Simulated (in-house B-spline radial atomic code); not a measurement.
**V5+: [Ne] 3s1 3p6 5p1 (an excited or competing configuration)**

All numbers are computed (Dirac-Hartree-Fock, average of configuration; Fermi nucleus of rms radius 3.6002 fm) with a B-spline radial code for spherical atoms, not measured.

Effective charges: Z_r = [3n² - l(l+1)]/(2<r>) from the radius, Z_e = n√(-2ε) from the energy, and Slater's rules. Values are occupation-weighted means over j.

```csv
shell,electrons,ε (eV),<r> (bohr),Z_r,Z_e,Slater
1s,2,-5625.7,0.0664,22.59,20.33,22.70
2s,2,-760.89,0.3059,19.61,14.96,18.85
2p,6,-650.12,0.2722,18.37,13.83,18.85
3s,1,-180.21,0.8865,15.23,10.92,12.10
3p,6,-142.25,0.9238,13.53,9.70,12.10
5p,1,-28.87,4.131,8.84,7.28,6.00
```

The least bound orbital is 5p3/2 at -28.84 eV, and it is also the most diffuse (<r> = 4.135 bohr). The part-filled 3s shell lies below the filled 3p shell in orbital energy.

Spin-orbit splittings of the orbital energies (j = l + 1/2 above j = l - 1/2 when positive): 2p 7.251 eV, 3p 1.066 eV, 5p 0.08411 eV.

For the 1s electron the small component carries 0.68 % of the norm, the zero-frequency Breit interaction raises the level by 5.66 eV, self-energy by 2.703 eV, and vacuum polarisation lowers it by 0.2152 eV.
